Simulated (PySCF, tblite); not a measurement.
Isomers of C6H10F2Si2. Computed values, GFN2-xTB/tblite, gas phase, harmonic and unscaled. The method is semi-empirical: single wavenumbers can be off by several per cent or more. Modes of hydrogen on silicon can be 10 to 20 % off. One conformer each.

Electronic energies: PBE0/pcSseg-1 single points on the GFN2-xTB geometries (PySCF, gas phase).

| SMILES | electronic energy, lowest = 0 (kcal/mol) |
| --- | --- |
| C#C[C@@H]1C[SiH2][C@@H](F)[C@@H]1[SiH2]F | 0.0 |
| C#C[C@@H]1C[SiH2][C@H](F)[C@@H](F)[SiH2]1 | 36.5 |
| C#C[SiH2][Si@H]1C[C@@H](C(F)F)C1 | 30.1 |

Q: How do GFN2-xTB zero-point energies change the relative energies?

A: 
```tsv
SMILES	ZPE (kcal/mol)	of it from modes above 1550 cm⁻¹	electronic (kcal/mol)	with ZPE, lowest = 0 (kcal/mol)	lowest mode (cm⁻¹)	rings
C#C[C@@H]1C[SiH2][C@@H](F)[C@@H]1[SiH2]F	85.4	42.5	0.0	0.0	37	1
C#C[SiH2][Si@H]1C[C@@H](C(F)F)C1	85.9	42.8	30.1	30.6	14	1
C#C[C@@H]1C[SiH2][C@H](F)[C@@H](F)[SiH2]1	84.7	42.1	36.5	35.8	48	1
```

The zero-point energies span 1.2 kcal/mol, from `C#C[C@@H]1C[SiH2][C@H](F)[C@@H](F)[SiH2]1` to `C#C[SiH2][Si@H]1C[C@@H](C(F)F)C1`. The order is unchanged.

Q: And how do the electronic energies of GFN2-xTB itself compare?

A: `C#C[C@@H]1C[SiH2][C@@H](F)[C@@H]1[SiH2]F` 0.0; `C#C[SiH2][Si@H]1C[C@@H](C(F)F)C1` 61.5; `C#C[C@@H]1C[SiH2][C@H](F)[C@@H](F)[SiH2]1` 48.7 kcal/mol, lowest = 0. Against the energies above, taken from the same isomer `C#C[C@@H]1C[SiH2][C@@H](F)[C@@H]1[SiH2]F`, the largest difference is 31.4 kcal/mol.
